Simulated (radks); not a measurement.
Question: Ta6+, 67 electrons, occupied as [Xe] 4f13 (the NIST ground configuration). All-electron calculation, scalar-relativistic Kohn-Sham, PBEsol, spin-polarised, spherical densities, finite nucleus; open shells are filled with parallel spins first (spin-orbit coupling, left out, can overturn this in heavy ions); Fermi nuclear charge, rms radius 5.3507 fm. Program: a radial shooting solver on a logarithmic mesh with Libxc functionals. Some entries of the table are withheld. Estimate them.

| orbital | occ. | eigenvalue (hartree) | <1/r> (bohr^-1) |
|---|---|---|---|
| 1s down | 1 | -2477.155 | 85.37 |
| 1s up | 1 | -2477.155 | 85.37 |
| 2s up | 1 | -428.2709 | 19.95 |
| 2s down | 1 | -428.2701 | 19.95 |
| 2p up | 3 | -375.8382 | 18.15 |
| 2p down | 3 | -375.8376 | 18.15 |
| 3s up | 1 | -100.5777 | 7.383 |
| 3s down | 1 | -100.5561 | 7.385 |
| 3p up | 3 | -84.97628 | 6.834 |
| 3p down | 3 | -84.95456 | 6.835 |
| 3d up | 5 | -66.73346 | 6.462 |
| 3d down | 5 | -66.71678 | 6.463 |
| 4s up | 1 | -23.00996 | 3.140 |
| 4s down | 1 | -22.97015 | 3.140 |
| 4p up | 3 | -17.87871 | 2.858 |
| 4p down | 3 | -17.84003 | 2.858 |
| 4d up | 5 | -11.30381 | 2.544 |
| 4d down | 5 | -11.26619 | 2.543 |
| 5s up | 1 | -5.55356 | 1.260 |
| 5s down | 1 | -5.53795 | 1.257 |
| 5p up | 3 | -4.21991 | (1) |
| 5p down | 3 | -4.20846 | (2) |
| 4f up | 7 | -4.00741 | (3) |
| 4f down | 6 | -3.97170 | (4) |
| 5d up | 0 | (5) | 0.8362 |
| 5d down | 0 | (6) | 0.8340 |
| 6s up | 0 | -2.17080 | 0.5822 |
| 6s down | 0 | -2.16792 | 0.5815 |

Answer: 
(1) 5p up <1/r> (bohr^-1): 1.089
(2) 5p down <1/r> (bohr^-1): 1.087
(3) 4f up <1/r> (bohr^-1): 2.060
(4) 4f down <1/r> (bohr^-1): 2.056
(5) 5d up eigenvalue (hartree): -2.59895
(6) 5d down eigenvalue (hartree): -2.59286
